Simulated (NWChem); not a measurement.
# C2H2FI; SMILES I/C=C\F

Results from NWChem. Coordinates come from a PBE-D3(BJ)/def2-SVP optimisation. def2 effective core potentials on I; no spin-orbit coupling. Vertical excitations in the gas phase.

Predict the results for PBE/def2-SVP, full TDDFT. Quantities: lowest excitation, singlet (eV); oscillator strength of that lowest state; lowest state with f > 0.02, singlet (eV); orbital gap (eV).


```yaml
lowest excitation, singlet (eV): 4.43
oscillator_strength_of_that_lowest_state: 0.001
lowest state with f > 0.02, singlet (eV): 5.57
orbital gap (eV): 4.14
```
